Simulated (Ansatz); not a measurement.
`[GeH3][O][CH2][InH2]` + H₂ → `[InH3]` + `C[O][GeH3]`  (hydrogenolysis of the In–C bond)

Program: Ansatz. Geometries: PBE0-D4/def2-TZVP. ΔE: electronic, gas phase. CCSD(T)/CBS is the MP2 limit (def2-TZVPP, def2-QZVPP) plus CCSD(T) − MP2 in def2-TZVPP, frozen cores. This one scheme is used for every species. DFT in def2-TZVPP. def2 core potentials past Kr. For Ge, In outer-core shells are correlated without core-valence functions, which leaves a few kJ/mol of doubt a bond. Scalar relativity is left out up to krypton. One conformer a species, not always the lowest.

| level | ΔE (kJ/mol) |
| --- | --- |
| CAM-B3LYP-D4 | -60.4 |
| PBE-QIDH | -57.6 |
| CCSD(T)/def2-SVP | -66.1 |
| MP2/CBS(def2) | -39.2 |

**Question.** What does CCSD(T)/CBS give? (An estimate is asked.)

**Answer.** Ansatz gave: -47.3 kJ/mol. The listed levels differ from it by -13.1, -10.3, -18.8, 8.1 kJ/mol.

Largest T1 diagnostic among the species: 0.014.

The D4 term adds +8.6 kJ/mol with B3LYP and +4.8 kJ/mol with PBE0; it sums over pairs of atoms, weighted by their polarisabilities, and B3LYP, whose exchange is more repulsive, gets the larger term. Leaving LDA and LC-ωPBE aside and taking each functional with its dispersion term where it has one, the values, not all of them listed here, spread over 23.5 kJ/mol, from B97M-V to revPBE-D4.

CCSD(T)/CBS has its own doubt, a few kJ/mol and more with outer-core shells, so smaller differences from it don't rank the levels.

B3LYP here is the variant with VWN-RPA as its local correlation; programs differ in this.
